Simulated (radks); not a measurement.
Valence configurations of La I (all share [Xe]). All-electron calculation, Dirac Kohn-Sham, PBE, spin-unpolarised, spherical densities, point nucleus; open shells are shared between the two j in proportion to 2j + 1. Program: a radial shooting solver on a logarithmic mesh with Libxc functionals. Energies are relative to 5d1 6s2; eigenvalues in eV.

| valence | E (eV) | e(4f5/2) | e(4f7/2) | e(5d3/2) | e(5d5/2) | e(6p1/2) |
|---|---|---|---|---|---|---|
| 5d1 6s2 | 0.000 | - | - | -3.202 | -3.014 | - |
| 6s2 6p1 | 2.293 | - | - | - | - | -2.328 |
| 4f1 6s1 6p1 | 2.864 | -0.935 | -0.713 | - | - | -1.882 |
| 4f0.5 5d1 6s1 6p0.5 | 1.469 | -1.719 | -1.472 | -2.671 | -2.513 | -1.537 |
| 4f2 5d1 | 5.741 | -0.483 | -0.339 | -3.454 | -3.316 | - |
| 5d0.5 6s2 6p0.5 | 1.003 | - | - | -4.195 | -3.988 | -1.915 |
| 5d1 6p2 | 4.830 | - | - | -4.865 | -4.654 | -2.419 |
| 5d1 6s1.5 6p0.5 | 1.173 | - | - | -3.650 | -3.456 | -1.740 |

NIST lists [Xe] 5d1 6s2 as the ground configuration; this level of theory agrees among the configurations tried. The energies are those of spherical spin-averaged densities, not of single terms. No valid solution was reached for [Xe] 4f1 5d1 6s1; [Xe] 4f1 5d1 6p1.
